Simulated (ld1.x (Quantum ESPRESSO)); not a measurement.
## u(r) = r·R(r): atom against pseudo-atom (copper)

Columns: radius, all-electron u(r) and pseudo u(r) of the 3d shell (level -4.96 eV) of copper in the configuration [Ne] 3s2 3p6 3d10 4s1 4p0; revPBE, scalar-relativistic, TM scheme, ld1.x (Quantum ESPRESSO) 7.5.

```json
{"r (bohr)": "0.068", "all-electron": "0.0424", "pseudo": "0.0057"}
{"r (bohr)": "0.135", "all-electron": "0.1920", "pseudo": "0.0423"}
{"r (bohr)": "0.202", "all-electron": "0.3909", "pseudo": "0.1306"}
{"r (bohr)": "0.270", "all-electron": "0.5850", "pseudo": "0.2774"}
{"r (bohr)": "0.338", "all-electron": "0.7423", "pseudo": "0.4672"}
{"r (bohr)": "0.405", "all-electron": "0.8542", "pseudo": "0.6678"}
{"r (bohr)": "0.473", "all-electron": "0.9263", "pseudo": "0.8518"}
{"r (bohr)": "0.540", "all-electron": "0.9627", "pseudo": "0.9874"}
{"r (bohr)": "0.608", "all-electron": "0.9724", "pseudo": "1.0655"}
{"r (bohr)": "0.675", "all-electron": "0.9626", "pseudo": "1.0856"}
{"r (bohr)": "0.742", "all-electron": "0.9396", "pseudo": "1.0613"}
{"r (bohr)": "0.810", "all-electron": "0.9077", "pseudo": "1.0082"}
{"r (bohr)": "0.878", "all-electron": "0.8706", "pseudo": "0.9422"}
{"r (bohr)": "0.945", "all-electron": "0.8314", "pseudo": "0.8758"}
{"r (bohr)": "1.013", "all-electron": "0.7907", "pseudo": "0.8139"}
{"r (bohr)": "1.080", "all-electron": "0.7507", "pseudo": "0.7607"}
{"r (bohr)": "1.148", "all-electron": "0.7111", "pseudo": "0.7142"}
{"r (bohr)": "1.215", "all-electron": "0.6734", "pseudo": "0.6740"}
{"r (bohr)": "1.283", "all-electron": "0.6368", "pseudo": "0.6369"}
{"r (bohr)": "1.350", "all-electron": "0.6026", "pseudo": "0.6026"}
{"r (bohr)": "1.418", "all-electron": "0.5696", "pseudo": "0.5696"}
{"r (bohr)": "1.485", "all-electron": "0.5390", "pseudo": "0.5390"}
{"r (bohr)": "1.553", "all-electron": "0.5098", "pseudo": "0.5098"}
{"r (bohr)": "1.620", "all-electron": "0.4826", "pseudo": "0.4826"}
{"r (bohr)": "1.688", "all-electron": "0.4568", "pseudo": "0.4568"}
{"r (bohr)": "1.755", "all-electron": "0.4329", "pseudo": "0.4329"}
```

(1) How many radial nodes do the two functions have?

(2) At about which radius was the pseudo-wave matched?

(3) Is the pseudo-wave norm-conserving?

Results:

(1) The all-electron 3d function has n − l − 1 = 0; the pseudo-wave has 0.

(2) 1.35 bohr. The columns agree to 0.0005 from 1.28 bohr on; several derivatives are matched, so the curves merge somewhat inside the radius.

(3) Yes: the TM scheme keeps the norm inside the radius equal to the all-electron one, which fixes the energy derivative of the logarithmic derivative at the level.
